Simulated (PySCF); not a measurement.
# Magnetisability: `[GeH2]([C](=C)C)[NH]C=O`, C$_{4}$H$_{9}$GeNO

Geometry:
```
atom   x (Å)   y (Å)   z (Å)
  C1  -0.716   0.663   1.750
  C2  -0.883   0.270   0.497
  C3  -1.770   0.972  -0.475
 Ge4   0.101  -1.307  -0.160
  N5   1.894  -0.885  -0.524
  C6   1.998  -0.005  -1.519
  O7   1.005   0.415  -2.076
  H8  -1.218   1.531   2.151
  H9  -0.069   0.130   2.431
 H10  -2.241   1.844  -0.027
 H11  -1.184   1.278  -1.339
 H12  -2.544   0.291  -0.830
 H13  -0.430  -1.944  -1.411
 H14   0.312  -2.344   0.923
 H15   2.722  -1.214  -0.055
 H16   3.015   0.312  -1.805
```

Level of theory: GIAO KT3/pcSseg-1 magnetisability, rotational g tensor and spin-rotation constants, non-relativistic, gas phase (PySCF 2.14.0). Geometry: GFN2-xTB.

The calculation is non-relativistic, which matters for the atoms heavier than Zn.

Q: How diamagnetic is it, and how anisotropic?

A: Isotropic -1202 × 10⁻³⁰ J/T², or -72.4 × 10⁻⁶ cm³/mol; principal values -1278, -1209, -1119 × 10⁻³⁰ J/T², anisotropy 139 × 10⁻³⁰ J/T² (root of half the summed squared differences of the principal values). The susceptibility is in cgs units.

Q: Split it along the inertial axes a, b, c into diamagnetic and paramagnetic parts about the centre of mass, with the quadrupole moment.

A: 
| axis | χ (10⁻⁶ cm³/mol) | diamagnetic (10⁻⁶ cm³/mol) | paramagnetic (10⁻⁶ cm³/mol) | summed x² of all electrons (Å²) | quadrupole Θ (D Å) |
| --- | --- | --- | --- | --- | --- |
| a | -73.0 | -591.4 | 518.4 | 165.9 | +5.20 |
| b | -71.8 | -911.7 | 840.0 | 90.4 | -6.93 |
| c | -72.4 | -1087.2 | 1014.8 | 49.0 | +1.72 |

Anisotropies 2χaa − χbb − χcc = -1.9 and 2χbb − χaa − χcc = +1.8 × 10⁻⁶ cm³/mol. Θ is traceless in Buckingham's convention.

Q: And the rotational g tensor?

A: 
```tsv
axis	rotational constant (GHz)	g	nuclear part	electronic part
a	2.4621	-0.0282	0.5714	-0.5996
b	1.5084	-0.0131	0.5821	-0.5952
c	1.2119	-0.0131	0.5646	-0.5777
```
Asymmetric top; isotopes 12C, 74Ge, 1H, 14N, 16O; no vibrational averaging.
